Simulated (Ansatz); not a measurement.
Consider the cleavage of the As–Si bond: `[SiH3][SiH](S)[AsH2]` + `C[SeH]` → `C[Se][AsH2]` + `[SiH3][SiH2]S`.

Computed with Ansatz on PBE0-D4/def2-TZVP structures; ΔE is electronic, products minus reactants. CBS: MP2 limit from def2 TZ/QZ plus the TZ coupled-cluster correction, frozen cores. Functionals use def2-TZVPP. For As, Se outer-core shells are correlated without core-valence functions, which leaves a few kJ/mol of doubt a bond. Scalar relativity is left out up to krypton. One conformer a species, not always the lowest.

`[SiH3][SiH](S)[AsH2]`:

Z-matrix (Å, degrees):
```
Si
Si 1 2.335
H 1 1.487 2 108.3
H 1 1.488 2 112.0 3 120.4
H 1 1.487 2 109.0 3 -118.6
S 2 2.145 1 106.4 3 -179.2
As 2 2.368 1 113.0 3 60.9
H 2 1.490 1 110.8 3 -58.8
H 6 1.345 2 95.3 1 -177.1
H 7 1.522 2 92.3 1 39.4
H 7 1.524 2 92.3 1 -53.3
```

`C[SeH]`:

```xyz
6

C     0.487    0.119    0.217
Se   -0.832    0.015   -1.214
H     0.132    0.763    1.018
H     1.378    0.557   -0.229
H     0.723   -0.874    0.592
H    -1.888   -0.580   -0.385
```

`C[Se][AsH2]`:

```xyz
8

C    -0.254    1.440    0.317
Se   -0.222    0.128   -1.128
As    0.414   -1.723    0.210
H    -0.533    2.388   -0.144
H    -0.997    1.168    1.064
H     0.730    1.533    0.770
H    -0.622   -2.690   -0.349
H     1.485   -2.243   -0.739
```

`[SiH3][SiH2]S`:

Cartesian coordinates in Å:
```
Si 0.539 -0.004 1.454
Si 0.040 0.258 -0.815
S -1.704 -0.933 -1.184
H -0.606 0.455 2.284
H 1.740 0.805 1.794
H 0.815 -1.433 1.753
H -0.219 1.688 -1.134
H 1.178 -0.197 -1.658
H -1.783 -0.638 -2.493
```

| level | ΔE (kJ/mol) |
| --- | --- |
| PBE-D4 | 6.5 |
| B2PLYP | -0.2 |

Problem. What does CCSD(T)/CBS give? (Best estimate.)

Solution. Computed: +5.8 kJ/mol. The listed levels differ from it by 0.7, -6.0 kJ/mol.

Largest T1 diagnostic among the species: 0.012.

The D4 term adds +5.2 kJ/mol with B3LYP and +3.2 kJ/mol with PBE0; it sums over pairs of atoms, weighted by their polarisabilities, and B3LYP, whose exchange is more repulsive, gets the larger term. In def2-TZVPP, CCSD(T) changes the Hartree–Fock value by +13.4 kJ/mol (the triples alone add +1.2 kJ/mol) and MP2 by +13.8 kJ/mol.

B3LYP here is the variant with VWN-RPA as its local correlation; programs differ in this.
